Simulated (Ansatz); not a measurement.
Z-matrix (Å, degrees):
```
C
C 1 1.524
H 1 1.095 2 111.7
H 1 1.092 2 112.1 3 119.7
H 1 1.095 2 111.7 3 -120.6
B 2 1.575 1 115.9 3 60.3
H 2 1.096 1 110.2 3 -62.3
H 2 1.096 1 110.3 3 -177.1
O 6 1.363 2 118.8 1 179.6
O 6 1.370 2 123.8 1 -0.4
H 9 0.961 6 111.9 2 180.0
H 10 0.959 6 113.0 2 0.0
```

Charge 0, multiplicity 1.

List the r2SCAN/def2-TZVPP orbital energies in eV (Ansatz 0.2.0). (Best estimate.)

Computed: Occupied: -515.99, -515.75, -272.96, -272.45, -180.97, -27.21, -26.30, -19.75, -16.19, -14.19, -13.48, -11.44, -11.33, -9.57, -9.56, -9.29, -8.99, -8.55, -7.80, -7.58. Lowest empty: 0.59, 0.91, 1.55, 2.04, 2.67, 3.00, 3.08, 3.97.
